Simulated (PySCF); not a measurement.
C3H5, charge +1, multiplicity 1.

```xyz
8

C      0.0045     1.3691     0.0000
C     -0.0303     0.1057     0.0000
C     -0.0185    -1.2911     0.0000
H     -0.9276     1.9436     0.0000
H      0.9504     1.9176     0.0000
H      1.0768    -1.5063     0.0000
H     -0.4169    -1.7288    -0.9204
H     -0.4169    -1.7288     0.9204
```
Charge +1, spin multiplicity 1.

Geometry: PBE0-D3(BJ)/def2-TZVP. The spin state was assumed, not searched. The isomer is the one that the SMILES or the coordinates give; other isomers of the formula were not compared.

All values below come from HF/pcSseg-2 (PySCF). Non-relativistic, no solvent.

Computed absolute GIAO shielding of each atom: isotropic value and principal components (ppm):
```json
[
 {"atom": "C1", "σ(iso)": "118.1", "σ11": "-21.2", "σ22": "160.8", "σ33": "214.9", "span": "236.1"},
 {"atom": "C2", "σ(iso)": "-195.2", "σ11": "-274.7", "σ22": "-264.2", "σ33": "-46.7", "span": "228.1"},
 {"atom": "C3", "σ(iso)": "167.6", "σ11": "144.1", "σ22": "177.0", "σ33": "181.6", "span": "37.6"},
 {"atom": "H4", "σ(iso)": "23.4", "σ11": "22.4", "σ22": "23.6", "σ33": "24.3", "span": "1.9"},
 {"atom": "H5", "σ(iso)": "23.6", "σ11": "22.3", "σ22": "23.5", "σ33": "24.9", "span": "2.6"},
 {"atom": "H6", "σ(iso)": "27.3", "σ11": "23.8", "σ22": "25.0", "σ33": "33.3", "span": "9.5"},
 {"atom": "H7", "σ(iso)": "27.0", "σ11": "23.5", "σ22": "24.6", "σ33": "32.9", "span": "9.4"},
 {"atom": "H8", "σ(iso)": "27.0", "σ11": "23.5", "σ22": "24.6", "σ33": "32.9", "span": "9.4"}
]
```
